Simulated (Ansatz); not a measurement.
`[AlH2][CH]([AlH2])[GeH3]` + `C[Si](O)(F)Cl` → `C[Si](F)(Cl)[O][AlH2]` + `[AlH2][CH2][GeH3]`  (ligand exchange at the Al–C bond)

Isolated molecules relaxed with PBE0-D4/def2-TZVP in Ansatz; ΔE leaves out vibrations. CCSD(T)/CBS adds triple-zeta CCSD(T) − MP2 to the extrapolated MP2 energy (def2 sets, frozen cores). DFT in def2-TZVPP. For Ge outer-core shells are correlated without core-valence functions, which leaves a few kJ/mol of doubt a bond. Scalar relativity is left out up to krypton. One conformer a species, not always the lowest.

`[AlH2][CH]([AlH2])[GeH3]`:

```xyz
12

Al    1.377    1.164    0.756
C     0.330   -0.383    0.250
Al   -1.249   -0.738    1.310
Ge   -0.205   -0.192   -1.631
H     0.868    2.616    0.365
H     2.732    0.968    1.558
H     0.986   -1.255    0.364
H    -2.556    0.135    1.085
H    -1.224   -1.895    2.396
H     1.026   -0.004   -2.544
H    -1.123    1.030   -1.785
H    -0.961   -1.444   -2.125
```

`C[Si](O)(F)Cl`:

Z-matrix (Å, degrees):
```
C
Si 1 1.834
H 1 1.092 2 110.0
H 1 1.091 2 110.4 3 -119.8
H 1 1.091 2 110.5 3 120.0
O 2 1.623 1 109.4 3 58.1
F 2 1.591 1 110.3 3 -62.8
Cl 2 2.049 1 112.0 3 -179.6
H 6 0.958 2 119.2 1 170.2
```

`C[Si](F)(Cl)[O][AlH2]`:

Z-matrix (Å, degrees):
```
C
Si 1 1.838
H 1 1.092 2 110.4
H 1 1.091 2 110.7 3 120.2
H 1 1.093 2 110.1 3 -119.7
F 2 1.592 1 109.3 3 -178.3
Cl 2 2.052 1 110.3 3 -62.0
O 2 1.603 1 112.8 3 60.6
Al 8 1.696 2 157.7 1 -167.9
H 9 1.577 8 118.8 2 -4.9
H 9 1.577 8 116.1 2 175.3
```

`[AlH2][CH2][GeH3]`:

```xyz
10

Al    1.591   -0.877   -0.180
C    -0.261   -0.683    0.378
Ge   -1.039    1.054   -0.085
H     1.928   -1.453   -1.621
H     2.764   -0.426    0.790
H    -0.355   -0.786    1.464
H    -0.893   -1.442   -0.093
H    -0.987    1.272   -1.610
H    -0.242    2.191    0.585
H    -2.506    1.150    0.372
```

| species | PBE energy (Eh) |
| --- | --- |
| `[AlH2][CH]([AlH2])[GeH3]` | -2604.11117 |
| `C[Si](O)(F)Cl` | -965.02077 |
| `C[Si](F)(Cl)[O][AlH2]` | -1207.95708 |
| `[AlH2][CH2][GeH3]` | -2361.22101 |

Problem. Work out ΔE.

Solution. ΔE = (-1207.95708) + (-2361.22101) − (-2604.11117) − (-965.02077) = -0.04615 Eh = -121.2 kJ/mol. CCSD(T)/CBS gives -130.2 kJ/mol.

Largest T1 diagnostic among the species: 0.011.

In def2-TZVPP, CCSD(T) changes the Hartree–Fock value by +24.6 kJ/mol (the triples alone add +4.6 kJ/mol) and MP2 by +24.4 kJ/mol. The D4 term adds +3.8 kJ/mol with B3LYP and +1.8 kJ/mol with PBE0; it sums over pairs of atoms, weighted by their polarisabilities, and B3LYP, whose exchange is more repulsive, gets the larger term.

B3LYP here is the variant with VWN-RPA as its local correlation; programs differ in this.
